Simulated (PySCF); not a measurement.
Zr(NH2)4 (singlet state).
Geometry (PBE0-D3(BJ)/def2-SVP, Å), atoms numbered from 1 in this order:
```
atom  x, y, z in Å
Zr1   -0.0086   -0.0081    0.0028
N2    -0.3777    0.1068    2.0131
H3    -1.2373   -0.2275    2.4466
H4     0.2492    0.4067    2.7559
N5     1.9954    0.2370   -0.3400
H6     2.6945   -0.4628   -0.5761
H7     2.4368    1.1536   -0.3956
N8    -1.0026    1.4913   -0.9769
H9    -0.8094    1.7503   -1.9434
H10   -1.7047    2.1338   -0.6179
N11   -0.6049   -1.8466   -0.6778
H12   -0.5058   -2.7009   -0.1312
H13   -1.0943   -2.0856   -1.5371
```

The calculation used PySCF, PBE0-D3(BJ)/def2-SVP geometry optimisation, gas phase, def2 core potentials past Kr.

(1) Which atoms are bound to Zr1, and at what distances?

(2) List the angles at Zr1.

(3) What is the shape at Zr1?

(4) What are the other bond lengths?

Answers

(1) 4 atoms: N2 2.047 Å, N5 2.048 Å, N8 2.048 Å, N11 2.049 Å. The nearest atom not counted as bound is H7, at 2.74 Å (others tie with it).

(2) 
```csv
angle,degrees,distance of the outer atoms (Å)
N8–Zr1–N11,110.9,3.37
N2–Zr1–N8,109.9,3.35
N5–Zr1–N11,109.7,3.35
N2–Zr1–N5,109.5,3.34
N2–Zr1–N11,108.9,3.33
N5–Zr1–N8,107.9,3.31
```

(3) Tetrahedral: angles from 107.9° to 110.9°; τ4 = (360° − α − β)/141° = 0.99 with α and β the two widest (0 for a square, 1 for a tetrahedron).

(4) N2–H3 and 7 like bonds 1.018 Å.

Point group: near S4, missed by 0.17 Å at most; the miss may be what the optimiser left on a soft mode. Charge 0, singlet. Stationary, but not proved a minimum.
